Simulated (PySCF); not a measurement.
I3Sb, SMILES [I][Sb]([I])[I] (connectivity only; charge and spin as stated), charge +1, multiplicity 2.

Coordinates come from a PBE-D3(BJ)/def2-SVP optimisation. The spin state was assumed, not searched. The isomer is the one that the SMILES or the coordinates give; other isomers of the formula were not compared. The def2 effective core potentials stand for the cores of I, Sb; spin–orbit coupling is left out.

These are PBE-D3(BJ)/def2-SVP in PySCF 2.14.0 values and carry that method's errors.

Frequencies are harmonic and unscaled.

Modes within 1.5 cm⁻¹ of each other (mostly degenerate sets) share a row, with their intensities summed.

Give all harmonic wavenumbers and intensities. (The exact figures need the calculation; the answer reports its results.)


```json
[
 {"mode": "1–2", "ν (cm⁻¹)": "50", "IR (km/mol)": "0.3", "moving atoms (share of kinetic energy)": "I 89 %, Sb 11 %"},
 {"mode": "3", "ν (cm⁻¹)": "63", "IR (km/mol)": "0.2", "moving atoms (share of kinetic energy)": "I 53 %, Sb 47 %"},
 {"mode": "4", "ν (cm⁻¹)": "163", "IR (km/mol)": "0.9", "moving atoms (share of kinetic energy)": "I 71 %, Sb 29 %"},
 {"mode": "5–6", "ν (cm⁻¹)": "195", "IR (km/mol)": "15.4", "moving atoms (share of kinetic energy)": "Sb 60 %, I 40 %"}
]
```
